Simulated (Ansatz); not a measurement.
The inner images of a band of AlCl2H3O + FH (9 atoms, charge 0, multiplicity 1) are given out of order.

Computed with RKS r2SCAN-D4/def2-SVP in Ansatz 0.2.0.

Image 0:

```xyz
9
Properties=species:S:1:pos:R:3
Al -0.967 0.330 -0.323
H -1.037 -0.789 0.836
Cl -1.207 -0.399 -2.304
Cl -1.865 2.169 0.182
H 1.353 -0.035 0.340
O 0.940 0.598 -0.316
H 0.225 -1.164 1.326
F 1.189 -1.193 1.438
H 1.369 0.482 -1.179
```

Image 8:

```xyz
9
Properties=species:S:1:pos:R:3
Al -0.181 0.237 -0.026
H -2.105 -1.606 1.321
Cl -0.781 -0.808 -1.770
Cl -1.392 1.799 0.683
H 2.194 0.781 -0.332
O 1.406 1.079 -0.821
H -1.400 -1.683 1.595
F 0.743 -0.602 1.097
H 1.516 0.802 -1.747
```

Task: Put them in order from the first end to the last, with their energies above the first end.
A.
```xyz
9
Properties=species:S:1:pos:R:3
Al -0.865 0.161 -0.300
H -1.050 -1.205 0.544
Cl -1.222 -0.188 -2.368
Cl -1.626 1.889 0.636
H 1.606 0.148 0.193
O 1.031 0.478 -0.528
H -0.036 -0.999 1.435
F 0.763 -0.572 1.793
H 1.399 0.288 -1.406
```
B.
```xyz
9
Properties=species:S:1:pos:R:3
Al -0.312 0.341 0.074
H -1.644 -1.629 0.807
Cl -0.956 -0.638 -1.712
Cl -1.498 1.957 0.697
H 2.034 0.477 -0.150
O 1.388 0.903 -0.745
H -1.123 -1.531 1.352
F 0.647 -0.349 1.289
H 1.464 0.469 -1.613
```
C.
```xyz
9
Properties=species:S:1:pos:R:3
Al -0.948 0.261 -0.375
H -1.000 -1.002 0.630
Cl -1.291 -0.208 -2.416
Cl -1.762 2.025 0.443
H 1.376 0.034 0.338
O 0.959 0.514 -0.430
H 0.175 -1.037 1.392
F 1.088 -0.861 1.676
H 1.402 0.274 -1.259
```
D.
```xyz
9
Properties=species:S:1:pos:R:3
Al -0.516 0.214 0.036
H -1.239 -1.426 0.660
Cl -1.055 -0.333 -2.012
Cl -1.612 1.897 0.661
H 1.886 0.237 0.055
O 1.256 0.599 -0.592
H -0.643 -1.243 1.199
F 0.474 -0.261 1.493
H 1.449 0.316 -1.498
```
E.
```xyz
9
Properties=species:S:1:pos:R:3
Al -0.692 0.124 -0.097
H -1.169 -1.332 0.598
Cl -1.083 -0.273 -2.181
Cl -1.591 1.872 0.671
H 1.860 0.247 0.061
O 1.159 0.518 -0.553
H -0.336 -1.078 1.342
F 0.453 -0.419 1.636
H 1.399 0.341 -1.478
```
F.
```xyz
9
Properties=species:S:1:pos:R:3
Al -0.235 0.305 0.044
H -1.883 -1.675 1.001
Cl -0.883 -0.752 -1.682
Cl -1.399 1.923 0.704
H 2.132 0.645 -0.271
O 1.397 1.007 -0.797
H -1.310 -1.612 1.495
F 0.705 -0.478 1.199
H 1.476 0.637 -1.694
```
G.
```xyz
9
Properties=species:S:1:pos:R:3
Al -0.396 0.313 0.082
H -1.425 -1.541 0.690
Cl -1.017 -0.494 -1.818
Cl -1.601 1.930 0.675
H 1.948 0.329 -0.033
O 1.353 0.762 -0.674
H -0.896 -1.408 1.229
F 0.570 -0.238 1.394
H 1.466 0.347 -1.546
```

Result: C (+1.1 kJ/mol), A (+14.5 kJ/mol), E (+36.9 kJ/mol), D (-26.9 kJ/mol), G (-85.9 kJ/mol), B (-109.2 kJ/mol), F (-119.3 kJ/mol).

Run time: 16 min on 2 threads of Arm Neoverse V1 (shared host), peak memory 0.17 GiB.
